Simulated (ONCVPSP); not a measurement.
# Before and after: ONCV potential for arsenic

As (Z = 33), optimised norm-conserving Vanderbilt (ONCV), made with ONCVPSP 4.0.1 (PBEsol, scalar-relativistic). Core [Ar] 3d10, reference 4s1.5 4p3.5. Waves: 4s: rc 1.75 bohr, ncon 4, nbas 7, qcut 3.5 1/bohr, 1 projector; 4p: rc 1.90 bohr, ncon 4, nbas 7, qcut 4.2 1/bohr, 2 projectors, debl 2.1 Ha; d scattering state at 0.18 Ha: rc 1.75 bohr, ncon 4, nbas 7, qcut 5.1 1/bohr, 2 projectors, debl 1.9 Ha. Local part: polynomial inside 1.10 bohr (lpopt 5, dvloc0 1 Ha). Core correction: Teter function, fcfact 3.25, rcfact 1.25.

Change: p: rc 2.58.

Cutoffs: the cutoffs (Ha) at which the residual kinetic energy of the hardest occupied pseudo-wave falls to 1 and 0.1 mHa per electron; they do not see the model core or the augmentation charge, which bear on the density cutoff. Errors are all-electron minus pseudo energies relative to the spin-unpolarised reference configuration.

Question: How do hardness, ghosts and transferability respond?

Answer: The potential gets neither clearly harder nor softer (29 Ha and 38 Ha → 29 Ha and 38 Ha); both files keep a bound ghost (d, s); of the 3 tests that both files solve, the error grows in 2 and shrinks in 1 by more than 15 % and 0.3 meV (median size 3.9 → 5.2 meV).

```tsv
quantity	base	changed
cutoff, loose	29 Ha	29 Ha
cutoff, tight	38 Ha	38 Ha
loose cutoff by channel	s 29 Ha, p 7.7 Ha	s 29 Ha, p 3.4 Ha
bound ghosts	s, d	s, d
GHOST(+) flags under 300 eV	none	none
tests with a reliable result	3 of 4	3 of 4
error for 4s2 4p3, meV [ΔE -4.68 eV]	-2.9	-0.5
error for 4s2 4p2, meV [ΔE 4.48 eV]	-3.9	-5.2
error for 4s2 4p1, meV [ΔE 22.42 eV]	-38	-60
s: phases at 1.77 bohr within 0.05 rad from the reference energy up to (Ha; the scan ends near 5)	4.5	4.5
d: phases at 1.77 bohr within 0.05 rad from the reference energy up to (Ha; the scan ends near 5)	4.9	4.9
rms error of d²Exc/dni dnj with the model core, mHa	1.46	1.54
```

Base: The cutoffs count occupied waves only; projector 2 of the d channel, the hardest unoccupied one, needs 78 Ha at the loose tolerance. Changed file: The cutoffs count occupied waves only; projector 2 of the d channel, the hardest unoccupied one, needs 78 Ha at the loose tolerance. A true bound ghost makes a file unfit for plane-wave use even where its test errors are small: the radial tests pick states by their node count and pass the ghost by.
